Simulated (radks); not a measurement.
Q: The thulium ion Tm6+ is in [Xe] 4f9. Calculated with a radial shooting solver on a logarithmic mesh with Libxc functionals: scalar-relativistic Kohn-Sham, LDA (Slater exchange, Perdew-Wang correlation), spin-polarised, spherical densities, finite nucleus; Fermi nuclear charge, rms radius of each element as measured or else 0.836 A^(1/3) + 0.57 fm. Open shells are filled with parallel spins first. One electron is removed from 5s, 4d, 5p, 4f in turn, with full relaxation. Which removal costs least, and what does each cost?

A: 4f 116.08 eV; 5p 116.36 eV; 5s 148.44 eV; 4d 289.06 eV. The 4f electron leaves first.
